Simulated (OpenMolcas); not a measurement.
Bi: CASPT2 settings compared

- Program: OpenMolcas 26.06
- Basis: ANO-R2 [8s7p5d3f1g]
- Scalar Hamiltonian: X2C, finite nucleus
- Active space: 5 electrons in 8 orbitals (6s 6p 7s 7p)
- State averaging: 2S+1 = 4 odd, 1 root; 2S+1 = 2 odd, 8 roots kept (CI in the orbitals of an earlier block)
- Spin-orbit coupling: state interaction with AMFI integrals over the reference wave functions, term energies averaged over their components

Methods on the same reference wave functions:
A. CASSCF
B. SS-CASPT2, IPEA 0.35 Eh, real shift 0.3 Eh (closed shells correlated: 5d)
C. SS-CASPT2, IPEA 0.6 Eh, no level shift (closed shells correlated: none)
D. XMS-CASPT2, IPEA 0 Eh, imaginary shift 0.1 Eh (closed shells correlated: none)

Energies in cm⁻¹ above 6s² 6p³ ⁴S°_3/2, the measured ground level; measured values from NIST Handbook of Basic Atomic Spectroscopic Data.

```
                 Level      A      B      C      D  Measured
6s² 6p³ ⁴S°_3/2 [74 %]    0.0    0.0    0.0    0.0       0.0
6s² 6p³ ²D°_3/2 [67 %]  11940  11060  11110  11040     11419
       6s² 6p³ ²D°_5/2  16671  15300  15460  15350     15438
       6s² 6p³ ²P°_1/2  22309  22620  21910  22010     21661
6s² 6p³ ²P°_3/2 [66 %]  30815  30670  30240  30270     33165
```

Deviations, from unrounded energies. A percentage is the sum of absolute deviations over the sum of measured energies, with the sign that they share, or ± where signs differ.

| Against measurement | Levels | A | B | C | D |
| --- | --- | --- | --- | --- | --- |
| mean absolute deviation (cm-1) | 4 | 1200 | 990 | 880 | 930 |
| other terms of the ground configuration (%) | 4 | ±5.8 | ±4.8 | ±4.3 | ±4.5 |

C lies closest to measurement on these levels and A furthest from it. The largest miss of C in the table is 6s² 6p³ ²P°_3/2 [66 %], by -2900 cm-1. The ranking rests on the paired levels alone, and a cruder setting can come out closer through cancelling errors.

Among B to D the level of the table that moves most is 6s² 6p³ ²P°_1/2, by 710 cm-1 (lowest in C, highest in B). Moves below CASPT2's spread within the term are not significant.

From A to B the spin-free energies of the other terms of 6s² 6p³ shown, above ⁴S°, scale by factors of 0.89 to 1.01.

The lowest spin-free term lies below A's lowest term by 0.466 hartree in B, 0.034 hartree in C, 0.041 hartree in D.

CASPT2 breaks the degeneracy within a term, and the mean is taken; among the terms shown or strongly mixed into the levels shown the widest spread is 96 cm-1 (6s² 6p³ ²D°, B). Terms from blocks run as CI alone lack orbitals of their own. Active for correlation alone: 7p 7s; no level in the range computed is led by a configuration that fills them, so any true level of that kind is missing. Spin-orbit splittings of 6p shells tend to come out small when the coupling is added on scalar orbitals. Computed and measured levels are paired by configuration, term and J; levels that our copy of the source lacks, or whose pairing is in doubt (as where it misses far off the trend of its configuration), stay unpaired and out of the deviations. Levels of configurations outside the active space are missing.

A share in square brackets marks a mixed level and gives the weight of the term that names it, the lowest over the columns. ° marks odd parity.
